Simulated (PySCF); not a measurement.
F3Y, charge -1, doublet, geometry from GFN2-xTB (such geometries of metal compounds can be far from the true shape) (the multiplicity is a formal guess) (core potentials on Y); PySCF with HF/def2-SVP.

PySCF was given this input:
```python
from pyscf import gto, scf, solvent

mol = gto.Mole()
mol.atom = '''
    Y     0.000000    0.000000    0.000000
    F    -1.615787   -1.011596    0.099059
    F    -0.017177    1.754989   -0.750749
    F     1.632964   -0.743393    0.651690
'''
mol.basis = 'def2-svp'
mol.ecp = {'Y': 'def2-svp'}
mol.charge = -1
mol.spin = 1
mol.verbose = 4
mol.build()

mf = scf.UHF(mol)
mf.kernel()
```

What does PySCF print? Leave out banner, timings and long lists.


```
PySCF version 2.14.0

[INPUT] verbose = 4
[INPUT] num. atoms = 4
[INPUT] num. electrons = 39
[INPUT] charge = -1
[INPUT] spin (= nelec alpha-beta = 2S) = 1
[INPUT] symmetry False subgroup None
[INPUT] Mole.unit = angstrom
[INPUT] Symbol           X                Y                Z      unit          X                Y                Z       unit  Magmom
[INPUT]  1 Y      0.000000000000   0.000000000000   0.000000000000 AA    0.000000000000   0.000000000000   0.000000000000 Bohr   0.0
[INPUT]  2 F     -1.615787000000  -1.011596000000   0.099059000000 AA   -3.053394905633  -1.911639388706   0.187194380173 Bohr   0.0
[INPUT]  3 F     -0.017177000000   1.754989000000  -0.750749000000 AA   -0.032459825642   3.316448561624  -1.418709998291 Bohr   0.0
[INPUT]  4 F      1.632964000000  -0.743393000000   0.651690000000 AA    3.085854731274  -1.404809172919   1.231515618118 Bohr   0.0

nuclear repulsion = 121.225279839869
number of shells = 29
number of NR pGTOs = 129
number of NR cGTOs = 73
basis = def2-svp
ecp = {'Y': 'def2-svp'}

******** <class 'pyscf.scf.uhf.UHF'> ********
method = UHF
initial guess = minao
damping factor = 0
level_shift factor = 0
DIIS = <class 'pyscf.scf.diis.CDIIS'>
diis_start_cycle = 1
diis_space = 8
diis_damp = 0
SCF conv_tol = 1e-09
SCF conv_tol_grad = None
SCF max_cycles = 50
direct_scf = True
direct_scf_tol = 1e-13
number electrons alpha = 20  beta = 19
Set gradient conv threshold to 3.16228e-05
init E= -330.157444052546

cycle= 1 E= -336.005141109128  delta_E= -5.85  |g|= 0.739  |ddm|= 2.95
cycle= 2 E= -336.152837025727  delta_E= -0.148  |g|= 0.392  |ddm|= 1.25
cycle= 3 E= -336.200245357743  delta_E= -0.0474  |g|= 0.0575  |ddm|= 0.335
cycle= 4 E= -336.202716389555  delta_E= -0.00247  |g|= 0.0136  |ddm|= 0.185
cycle= 5 E= -336.203313088739  delta_E= -0.000597  |g|= 0.00568  |ddm|= 0.162
cycle= 6 E= -336.203441970249  delta_E= -0.000129  |g|= 0.00201  |ddm|= 0.101
cycle= 7 E= -336.203463321587  delta_E= -2.14e-05  |g|= 0.000628  |ddm|= 0.0423
cycle= 8 E= -336.203465852274  delta_E= -2.53e-06  |g|= 0.000133  |ddm|= 0.0138
cycle= 9 E= -336.203465942547  delta_E= -9.03e-08  |g|= 2.76e-05  |ddm|= 0.00268
cycle= 10 E= -336.203465943721  delta_E= -1.17e-09  |g|= 8.06e-06  |ddm|= 0.000118
cycle= 11 E= -336.203465943822  delta_E= -1.01e-10  |g|= 2.61e-06  |ddm|= 4.95e-05
Extra cycle  E= -336.20346594383  delta_E= -7.84e-12  |g|= 1.56e-06  |ddm|= 4.14e-06
converged SCF energy = -336.20346594383  <S^2> = 0.75136172  2S+1 = 2.0013613
```
